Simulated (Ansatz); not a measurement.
Harmonic frequencies (cm⁻¹) at PBE0-D4/def2-TZVP from Ansatz: 53, 78, 117, 131, 155, 167, 169, 179, 216, 255, 437, 442, 452, 528, 528, 629, 670, 688, 729, 738, 927, 930, 3880, 3880.

(1) Which molecule is it?
A. `[OH+]1[InH2-][OH+][InH2-]1`
B. `[Cl][Al@H-]1[OH+][Al@H-]([Cl])[OH+]1`
C. `[F][Ga-]1([F])[OH+][Ga-]([F])([F])[OH+]1`
D. `[BH2-]1[OH+][BH2-][OH+]1`

Results:

(1) C.
